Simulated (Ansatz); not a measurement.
```xyz
2

Al    0.0000    0.0000    0.0000
N     0.0000    0.0000    1.7900
```

Basis set: pcseg-2 (spherical functions). Charge 0, multiplicity 3.

Computed with Ansatz (development build ahead of 0.2.0); each method stands on the lowest determinant of its kind that the runs found.

The atomization energy at this shape (free ground-state atoms in the same class of orbitals less the molecule, no zero-point energy) of triplet AlN:

```csv
method,atomization energy
PBE (unrestricted),70.77 kcal/mol
```

(1) What does UHF give?

## Answers

(1) 22.53 kcal/mol. Caution for UHF: the unrestricted determinant is spin contaminated.

The shape needn't be a minimum at these levels.
